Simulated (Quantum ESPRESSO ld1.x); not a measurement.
Results of a calculation; reference values are marked as such.
The xenon ion Xe3.5+, 50.5 electrons, occupied as [Kr] 4d10 5p(up 2, down 2) 5s(up 0.5, down 0) (fractional occupations, a model configuration).

Code: ld1.x of Quantum ESPRESSO 7.5. Model: scalar-relativistic Kohn-Sham, LDA (Slater exchange, Perdew-Zunger correlation), spin-polarised, spherical densities, point nucleus.

Energy parts (hartree):
| part | energy |
|---|---|
| total | -7437.4252 |
| kinetic | 7819.6416 |
| electron-nucleus | -17929.9516 |
| Hartree | 2852.0763 |
| exchange-correlation | -179.1915 |

Orbitals (lengths in bohr, moments of r in powers of bohr; <r^-3> diverges for s and p1/2; r(max) is where P^2 peaks; r(90%) holds 90 % of the orbital's charge):
orbital	occ.	eigenvalue (hartree)	r(90%)	<r^-3>	r(max)
1s up	1	-1263.41	0.0480	-	0.01717
1s down	1	-1263.41	0.0480	-	0.01717
2s up	1	-197.993	0.177	-	0.09705
2s down	1	-197.992	0.177	-	0.09705
2p up	3	-177.916	0.163	6164	0.07782
2p down	3	-177.915	0.163	6164	0.07782
3s up	1	-41.7291	0.451	-	0.2793
3s down	1	-41.7278	0.451	-	0.2793
3p up	3	-35.2442	0.457	1189	0.2731
3p down	3	-35.2428	0.457	1189	0.2731
3d up	5	-25.6006	0.441	163.9	0.2257
3d down	5	-25.5993	0.441	163.9	0.2257
4s up	1	-8.79221	1.03	-	0.6605
4s down	1	-8.78945	1.03	-	0.6606
4p up	3	-6.73255	1.12	240.6	0.6927
4p down	3	-6.72933	1.12	240.7	0.6927
4d up	5	-3.72502	1.32	25.73	0.7468
4d down	5	-3.72014	1.32	25.78	0.7467
5s up	0.5	-2.11694	2.45	-	1.562
5s down	0	-2.10164	2.45	-	1.562
5p up	2	-1.60725	2.80	36.54	1.760
5p down	2	-1.59340	2.81	36.27	1.763

The highest occupied level is 5p down at -43.359 eV. The configuration is held as typed, so some empty levels lie below it. Spin moment in Bohr magnetons: 0.5. Summed over all electrons, <r^2> = 34.60 bohr^2, which gives a Langevin (diamagnetic) susceptibility term of -27.4 x 10^-6 cm^3/mol.
